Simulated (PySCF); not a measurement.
Compound: CH₉NSeSi₂.
Z-matrix (Å and degrees, PBE0-D3(BJ)/def2-SVP geometry), rows numbered from 1:
```
C 
N   1  1.4430
Si  2  1.7190  1  125.97
Se  3  2.2883  2  106.83  1   152.48
Si  4  2.2845  3   95.70  2   136.19
H   1  1.1029  2  111.31  3  -142.73
H   1  1.1065  2  113.77  3    95.40
H   1  1.1013  2  109.80  3   -24.62
H   2  1.0142  1  114.73  3  -164.82
H   3  1.4929  2  106.56  1    31.45
H   3  1.5029  2  117.62  1   -89.41
H   5  1.4930  4  111.71  3    61.73
H   5  1.4917  4  105.71  3  -179.41
H   5  1.4925  4  111.29  3   -60.23
```

A calculation gives these core lines: C 1s: 291.75 eV; N 1s: 404.50 eV; Si 1s: 1846.77 (area 1), 1846.94 (area 1) eV; Si 2p3/2: 106.95 (area 1), 107.02 (area 1) eV.

The calculation used delta-SCF UKS SCAN, pcX-2 on the ionised atom, pcseg-1 elsewhere, spin-free X2C (PySCF). One conformer (not necessarily the lowest) at the PBE0-D3(BJ)/def2-SVP geometry, without solvent, vibrations or thermal averaging.

**Question.** Which silicon gives which Si 1s line?

**Answer.** 1846.77 eV: Si5 (SiH3 silicon); 1846.94 eV: Si3 (SiH2 silicon). The 2 Si 1s values lie within 0.17 eV of each other; Gaussian lines of 0.5 eV full width would blend them into one maximum.

Bonded neighbours of each site: C1: N and 3 H; N2: C, H and Si; Si3: N, Se and 2 H; Si5: Se and 3 H.

**Question.** Which photon energy gives electrons from Si 1s of Si5 a kinetic energy of 150 eV, and what is their de Broglie wavelength?

**Answer.** hν = 1846.77 + 150 = 1996.77 eV, recoil neglected; λ = 12.264 Å/√(E/eV) = 1.00 Å.

Spin–orbit and ligand-field terms were added within each 2p shell after the spin-free SCF. 2p1/2 minus 2p3/2 (ligand field included): Si 0.62 eV. No level of selenium is listed.

The run took 66 s on an Intel Xeon Platinum 8259CL at 2.50 GHz with one thread, shared host with 96 logical CPUs at a one-minute load of 84, and the process peaked at 0.65 GiB of memory.
